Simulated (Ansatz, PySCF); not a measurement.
Bond stretch in GaH, singlet.

Levels of theory: UHF/cc-pVDZ (Ansatz, a first-principles code); RHF/cc-pVDZ (Ansatz); UKS-B3LYP = unrestricted B3LYP/cc-pVDZ (Ansatz); RKS-B3LYP = restricted B3LYP/cc-pVDZ (Ansatz); UKS-CAM-B3LYP = Ansatz with unrestricted CAM-B3LYP/cc-pVDZ; RKS-CAM-B3LYP = Ansatz with restricted CAM-B3LYP/cc-pVDZ; UKS-PBE = unrestricted PBE/cc-pVDZ in Ansatz; RKS-PBE = restricted PBE/cc-pVDZ in Ansatz; UKS-B3LYP/6-31G* = unrestricted B3LYP/6-31G*, spherical d (PySCF); RKS-B3LYP/6-31G* = PySCF with restricted B3LYP/6-31G*, spherical d; UKS-M06-2X/6-31G* = unrestricted M06-2X/6-31G*, spherical d (PySCF); RKS-M06-2X/6-31G* = restricted M06-2X/6-31G*, spherical d (PySCF).

Scanned distances (Å): 1.25, 1.34, 1.44, 1.53, 1.57, 1.63, 1.68, 1.72, 1.78, 1.81, 1.92, 2.07, 2.27, 2.54, 2.77, 2.99, 3.39, 3.65, 4.20, 4.54, 5.04, 5.91, 6.65.

Task: Where does the unrestricted solution first break spin symmetry (<S²> of 0.01 or more)?

Result: UHF: already at 1.25 Å; UKS-B3LYP: between 2.77 and 2.99 Å; UKS-CAM-B3LYP: between 2.54 and 2.77 Å; UKS-PBE: between 2.99 and 3.39 Å; UKS-B3LYP/6-31G*: between 2.77 and 2.99 Å; UKS-M06-2X/6-31G*: between 2.54 and 2.77 Å.

```
R / Å  <S²> UHF  E(RHF) − E(UHF) / mEh  <S²> UKS-B3LYP  E(RKS-B3LYP) − E(UKS-B3LYP) / mEh  <S²> UKS-CAM-B3LYP  E(RKS-CAM-B3LYP) − E(UKS-CAM-B3LYP) / mEh  <S²> UKS-PBE  E(RKS-PBE) − E(UKS-PBE) / mEh  <S²> UKS-B3LYP/6-31G*  E(RKS-B3LYP/6-31G*) − E(UKS-B3LYP/6-31G*) / mEh  <S²> UKS-M06-2X/6-31G*  E(RKS-M06-2X/6-31G*) − E(UKS-M06-2X/6-31G*) / mEh
-----  --------  ---------------------  --------------  ---------------------------------  ------------------  -----------------------------------------  ------------  -----------------------------  ---------------------  -----------------------------------------------  ----------------------  -------------------------------------------------
1.25       0.19                    0.7            0.00                                0.0                0.00                                        0.0          0.00                            0.0                   0.00                                              0.0                    0.00                                                0.0
1.34       0.13                    0.3            0.00                                0.0                0.00                                        0.0          0.00                            0.0                   0.00                                              0.0                    0.00                                                0.0
1.44       0.07                    0.1            0.00                                0.0                0.00                                        0.0          0.00                            0.0                   0.00                                              0.0                    0.00                                                0.0
1.53       0.01                    0.0            0.00                                0.0                0.00                                        0.0          0.00                            0.0                   0.00                                              0.0                    0.00                                                0.0
1.57       0.00                    0.0            0.00                                0.0                0.00                                        0.0          0.00                            0.0                   0.00                                              0.0                    0.00                                                0.0
1.63       0.00                    0.0            0.00                                0.0                0.00                                        0.0          0.00                            0.0                   0.00                                              0.0                    0.00                                                0.0
1.68       0.00                    0.0            0.00                                0.0                0.00                                        0.0          0.00                            0.0                   0.00                                              0.0                    0.00                                                0.0
1.72       0.00                    0.0            0.00                                0.0                0.00                                        0.0          0.00                            0.0                   0.00                                              0.0                    0.00                                                0.0
1.78       0.00                    0.0            0.00                                0.0                0.00                                        0.0          0.00                            0.0                   0.00                                              0.0                    0.00                                                0.0
1.81       0.00                    0.0            0.00                                0.0                0.00                                        0.0          0.00                            0.0                   0.00                                              0.0                    0.00                                                0.0
1.92       0.00                    0.0            0.00                                0.0                0.00                                        0.0          0.00                            0.0                   0.00                                              0.0                    0.00                                                0.0
2.07       0.00                    0.0            0.00                                0.0                0.00                                        0.0          0.00                            0.0                   0.00                                              0.0                    0.00                                                0.0
2.27       0.00                    0.0            0.00                                0.0                0.00                                        0.0          0.00                            0.0                   0.00                                              0.0                    0.00                                                0.0
2.54       0.37                    3.4            0.00                                0.0                0.00                                        0.0          0.00                            0.0                   0.00                                              0.0                    0.00                                                0.0
2.77       0.62                   12.1            0.00                                0.0                0.12                                        0.3          0.00                            0.0                   0.00                                              0.0                    0.06                                                0.0
2.99       0.77                   22.6            0.20                                0.7                0.37                                        3.2          0.00                            0.0                   0.22                                              1.0                    0.38                                                2.9
3.39       0.91                   43.4            0.52                                6.6                0.66                                       13.1          0.42                            2.6                   0.55                                              7.5                    0.71                                               14.1
3.65       0.95                   56.6            0.65                               11.4                0.77                                       20.5          0.59                            6.2                   0.68                                             12.9                    0.83                                               22.8
4.20       0.99                   81.3            0.81                               21.3                0.91                                       36.0          0.78                           14.0                   0.84                                             23.9                    1.00                                               39.1
4.54       1.00                   94.2            0.86                               26.5                0.96                                       44.7          0.86                           18.2                   0.89                                             29.8                    1.00                                               50.2
5.04       1.01                  109.8            0.92                               32.7                0.99                                       55.6          0.99                           23.3                   0.96                                             36.9                    1.00                                               62.4
5.91       1.01                  128.6            1.00                               40.2                1.00                                       68.8          1.00                           29.9                   1.00                                             45.4                    1.00                                               76.1
6.65       1.01                  138.5            1.00                               44.2                1.00                                       75.7          1.00                           32.6                   1.00                                             49.4                    0.00                                                  —
```

Dashes: no converged value, or the column stops at the first point that the program doubted or that broke a chosen test of continuity, which isn't proof of a fault.
